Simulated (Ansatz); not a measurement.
Here is a job for Ansatz (an electronic-structure program).
Ansatz 0.2 input:
```yaml
crystal:
  periodic: [false, false, false]
  atoms:
    - {symbol: Te, position_ang: [0.08225096, 0.43564390, 0.27167275]}
    - {symbol: Cl, position_ang: [1.90482649, -0.61409172, -0.60663619]}
    - {symbol: Cl, position_ang: [-0.91590711, -1.30425174, 1.35407593]}
    - {symbol: Cl, position_ang: [-1.24051054, 0.58578566, -1.57843873]}
basis:
  gaussian:
    orbitals: STO-3G
hamiltonian:
  xc: pbe0
total_charge: 1
```

**Question.** What does this run give for the number of basis functions, total energy?

**Answer.** 
```yaml
number_of_basis_functions: 54
total_energy: -7913.8784 Eh
```
